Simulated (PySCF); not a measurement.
C$_{4}$H$_{9}$O$_{2}$, doublet, at a GFN2-xTB geometry; CASSCF(3,5)/STO-3G run with PySCF.

Here is a job for PySCF.
```python
from pyscf import gto, scf, mcscf
import numpy

mol = gto.Mole()
mol.atom = '''
    C     2.562315   -0.828811   -0.056593
    O     1.358410   -0.352793   -0.596352
    C     0.305821   -0.282102    0.272100
    C    -0.919717    0.405174   -0.204073
    C    -2.156498   -0.495292   -0.063078
    O    -1.084764    1.595465    0.564448
    H     2.456314   -1.859850    0.300149
    H     2.898549   -0.201241    0.776105
    H     3.298678   -0.796831   -0.858042
    H     0.497654   -0.369409    1.328604
    H    -0.775931    0.662526   -1.264992
    H    -3.044756    0.016207   -0.431216
    H    -2.304496   -0.751628    0.983162
    H    -2.017025   -1.407864   -0.634942
    H    -1.949684    1.972907    0.366266
'''
mol.basis = 'sto-3g'
mol.charge = 0
mol.spin = 1
mol.verbose = 4
mol.build()

mf = scf.ROHF(mol)
mf.kernel()
mc = mcscf.CASSCF(mf, 5, 3)
mc.fix_spin_(ss=0.75)
mc.kernel()
occ = numpy.linalg.eigvalsh(mc.fcisolver.make_rdm1(mc.ci, mc.ncas, mc.nelecas))[::-1]
ss = mc.fcisolver.spin_square(mc.ci, mc.ncas, mc.nelecas)[0]
print('natural occupations', occ.round(4), ' <S^2>', round(ss, 4))
```

Predict the main parts of the log of this PySCF run.


```
PySCF version 2.14.0

[INPUT] verbose = 4
[INPUT] num. atoms = 15
[INPUT] num. electrons = 49
[INPUT] charge = 0
[INPUT] spin (= nelec alpha-beta = 2S) = 1
[INPUT] symmetry False subgroup None
[INPUT] Mole.unit = angstrom
[INPUT] Symbol           X                Y                Z      unit          X                Y                Z       unit  Magmom
[...]
nuclear repulsion = 247.023694004532
number of shells = 27
number of NR pGTOs = 117
number of NR cGTOs = 39
basis = sto-3g
ecp = {}

******** <class 'pyscf.scf.rohf.ROHF'> ********
method = ROHF
initial guess = minao
damping factor = 0
level_shift factor = 0
DIIS = <class 'pyscf.scf.diis.CDIIS'>
diis_start_cycle = 1
diis_space = 8
diis_damp = 0
SCF conv_tol = 1e-09
SCF conv_tol_grad = None
SCF max_cycles = 50
direct_scf = True
direct_scf_tol = 1e-13
num. doubly occ = 24  num. singly occ = 1
Set gradient conv threshold to 3.16228e-05
init E= -303.496506450497
[...]
cycle= 1 E= -302.361715948515  delta_E= 1.13  |g|= 0.55  |ddm|= 3.31
[...]
cycle= 2 E= -302.474035269245  delta_E= -0.112  |g|= 0.156  |ddm|= 0.699
[...]
cycle= 3 E= -302.483872660895  delta_E= -0.00984  |g|= 0.0484  |ddm|= 0.191
[...]
cycle= 4 E= -302.484961527967  delta_E= -0.00109  |g|= 0.0102  |ddm|= 0.0571
[...]
cycle= 5 E= -302.48511343755  delta_E= -0.000152  |g|= 0.00539  |ddm|= 0.0268
[...]
cycle= 6 E= -302.485133495397  delta_E= -2.01e-05  |g|= 0.00109  |ddm|= 0.00978
[...]
cycle= 7 E= -302.485134710359  delta_E= -1.21e-06  |g|= 0.000204  |ddm|= 0.00286
[...]
cycle= 8 E= -302.485134744458  delta_E= -3.41e-08  |g|= 5e-05  |ddm|= 0.000478
[...]
cycle= 9 E= -302.485134746244  delta_E= -1.79e-09  |g|= 8.98e-06  |ddm|= 0.000108
[...]
cycle= 10 E= -302.485134746301  delta_E= -5.75e-11  |g|= 1.94e-06  |ddm|= 1.75e-05
[...]
Extra cycle  E= -302.485134746303  delta_E= -2.05e-12  |g|= 8.27e-07  |ddm|= 3.54e-06
converged SCF energy = -302.485134746303

******** <class 'pyscf.mcscf.mc1step.CASSCF'> ********
CAS (2e+1e, 5o), ncore = 23, nvir = 11
max_cycle_macro = 50
max_cycle_micro = 4
conv_tol = 1e-07
conv_tol_grad = None
orbital rotation max_stepsize = 0.02
orbital rotation threshold for CI restart = 0.01
augmented hessian ah_max_cycle = 30
augmented hessian ah_conv_tol = 1e-12
augmented hessian ah_linear dependence = 1e-14
augmented hessian ah_level shift = 1e-08
augmented hessian ah_start_tol = 2.5
augmented hessian ah_start_cycle = 3
augmented hessian ah_grad_trust_region = 3
kf_trust_region = 3
kf_interval = 4
ci_response_space = 4
ci_grad_trust_region = 3
with_dep4 0
natorb = False
canonicalization = True
sorting_mo_energy = False
ao2mo_level = 2
internal_rotation = False
******** <class 'pyscf.fci.addons.SpinPenaltyFCISolver'> ********
max. cycles = 50
conv_tol = 1e-08
davidson only = True
linear dependence = 1e-12
level shift = 0.001
max iter space = 12
nroots = 1
pspace_size = 400
spin = None
CASCI E = -302.485749418987  S^2 = 0.7500000
Set conv_tol_grad to 0.000316228
macro iter   1 ( 21 JK    4 micro), CASSCF E = -302.486105112041  dE = -3.55693054e-04  S^2 = 0.7500000
               |grad[o]|=0.002  |grad[c]|=0.046  |ddm|=0.00497  |maxRot[o]|=0.153
macro iter   2 ( 21 JK    4 micro), CASSCF E = -302.487273279353  dE = -1.16816731e-03  S^2 = 0.7500000
               |grad[o]|=0.00229  |grad[c]|=0.0244  |ddm|=0.00875  |maxRot[o]|=0.159
macro iter   3 ( 12 JK    3 micro), CASSCF E = -302.490991628227  dE = -3.71834887e-03  S^2 = 0.7500000
               |grad[o]|=0.00477  |grad[c]|=0.0731  |ddm|=0.0476  |maxRot[o]|=0.148
macro iter   4 ( 21 JK    4 micro), CASSCF E = -302.491770887313  dE = -7.79259086e-04  S^2 = 0.7500000
               |grad[o]|=0.0111  |grad[c]|=0.0398  |ddm|=0.0179  |maxRot[o]|=0.0495
macro iter   5 ( 21 JK    4 micro), CASSCF E = -302.492106661857  dE = -3.35774545e-04  S^2 = 0.7500000
               |grad[o]|=0.011  |grad[c]|=0.036  |ddm|=0.0177  |maxRot[o]|=0.0273
macro iter   6 ( 21 JK    4 micro), CASSCF E = -302.492326458837  dE = -2.19796980e-04  S^2 = 0.7500000
[...]
macro iter  32 ( 21 JK    4 micro), CASSCF E = -302.495974499067  dE = -6.75590590e-05  S^2 = 0.7500000
               |grad[o]|=0.0105  |grad[c]|=0.0262  |ddm|=0.0108  |maxRot[o]|=0.0177
macro iter  33 ( 21 JK    4 micro), CASSCF E = -302.496038636576  dE = -6.41375094e-05  S^2 = 0.7500000
               |grad[o]|=0.0105  |grad[c]|=0.0261  |ddm|=0.0107  |maxRot[o]|=0.018
macro iter  34 ( 21 JK    4 micro), CASSCF E = -302.496099957125  dE = -6.13205484e-05  S^2 = 0.7500000
               |grad[o]|=0.0105  |grad[c]|=0.026  |ddm|=0.0107  |maxRot[o]|=0.0181
macro iter  35 ( 21 JK    4 micro), CASSCF E = -302.496158346097  dE = -5.83889727e-05  S^2 = 0.7500000
               |grad[o]|=0.0105  |grad[c]|=0.026  |ddm|=0.0107  |maxRot[o]|=0.018
macro iter  36 ( 21 JK    4 micro), CASSCF E = -302.496213715965  dE = -5.53698674e-05  S^2 = 0.7500000
               |grad[o]|=0.0105  |grad[c]|=0.0259  |ddm|=0.0107  |maxRot[o]|=0.0177
macro iter  37 ( 21 JK    4 micro), CASSCF E = -302.496265982370  dE = -5.22664050e-05  S^2 = 0.7500000
               |grad[o]|=0.0105  |grad[c]|=0.0258  |ddm|=0.0106  |maxRot[o]|=0.0172
macro iter  38 ( 21 JK    4 micro), CASSCF E = -302.496315058568  dE = -4.90761984e-05  S^2 = 0.7500000
               |grad[o]|=0.0105  |grad[c]|=0.0258  |ddm|=0.0106  |maxRot[o]|=0.0166
macro iter  39 ( 21 JK    4 micro), CASSCF E = -302.496360886659  dE = -4.58280905e-05  S^2 = 0.7500000
               |grad[o]|=0.0105  |grad[c]|=0.0257  |ddm|=0.0106  |maxRot[o]|=0.0159
macro iter  40 ( 21 JK    4 micro), CASSCF E = -302.496403448273  dE = -4.25616144e-05  S^2 = 0.7500000
               |grad[o]|=0.0105  |grad[c]|=0.0257  |ddm|=0.0106  |maxRot[o]|=0.015
macro iter  41 ( 21 JK    4 micro), CASSCF E = -302.496442772751  dE = -3.93244783e-05  S^2 = 0.7500000
               |grad[o]|=0.0105  |grad[c]|=0.0257  |ddm|=0.0105  |maxRot[o]|=0.0141
macro iter  42 ( 21 JK    4 micro), CASSCF E = -302.496478933364  dE = -3.61606125e-05  S^2 = 0.7500000
               |grad[o]|=0.0105  |grad[c]|=0.0256  |ddm|=0.0105  |maxRot[o]|=0.0132
macro iter  43 ( 21 JK    4 micro), CASSCF E = -302.496512042413  dE = -3.31090495e-05  S^2 = 0.7500000
               |grad[o]|=0.0105  |grad[c]|=0.0256  |ddm|=0.0105  |maxRot[o]|=0.0122
macro iter  44 ( 21 JK    4 micro), CASSCF E = -302.496542242973  dE = -3.02005601e-05  S^2 = 0.7500000
               |grad[o]|=0.0105  |grad[c]|=0.0256  |ddm|=0.0105  |maxRot[o]|=0.0113
macro iter  45 ( 21 JK    4 micro), CASSCF E = -302.496569700472  dE = -2.74574986e-05  S^2 = 0.7500000
               |grad[o]|=0.0105  |grad[c]|=0.0255  |ddm|=0.0105  |maxRot[o]|=0.0104
macro iter  46 ( 21 JK    4 micro), CASSCF E = -302.496594594719  dE = -2.48942473e-05  S^2 = 0.7500000
               |grad[o]|=0.0105  |grad[c]|=0.0255  |ddm|=0.0104  |maxRot[o]|=0.00949
macro iter  47 ( 21 JK    4 micro), CASSCF E = -302.496617112847  dE = -2.25181276e-05  S^2 = 0.7500000
               |grad[o]|=0.0105  |grad[c]|=0.0255  |ddm|=0.0104  |maxRot[o]|=0.00865
macro iter  48 ( 21 JK    4 micro), CASSCF E = -302.496637443508  dE = -2.03306609e-05  S^2 = 0.7500000
               |grad[o]|=0.0105  |grad[c]|=0.0254  |ddm|=0.0104  |maxRot[o]|=0.00786
macro iter  49 ( 21 JK    4 micro), CASSCF E = -302.496655772416  dE = -1.83289087e-05  S^2 = 0.7500000
               |grad[o]|=0.0104  |grad[c]|=0.0254  |ddm|=0.0104  |maxRot[o]|=0.00724
macro iter  50 ( 21 JK    4 micro), CASSCF E = -302.496672279152  dE = -1.65067359e-05  S^2 = 0.7500000
               |grad[o]|=0.0104  |grad[c]|=0.0254  |ddm|=0.0104  |maxRot[o]|=0.00681
1-step CASSCF not converged,  50 macro (1041 JK 199 micro) steps
CASSCF canonicalization
Density matrix diagonal elements [1.98728219e+00 1.00004793e+00 5.03202775e-03 6.81928621e-03
 8.18572255e-04]
CASSCF energy = -302.496672279152
CASCI E = -302.496672279152  E(CI) = -3.02203438500828  S^2 = 0.7500000
natural occupations [1.9875e+00 1.0000e+00 1.2100e-02 4.0000e-04 0.0000e+00]  <S^2> 0.75
```

The run did not converge; its last values are not results.
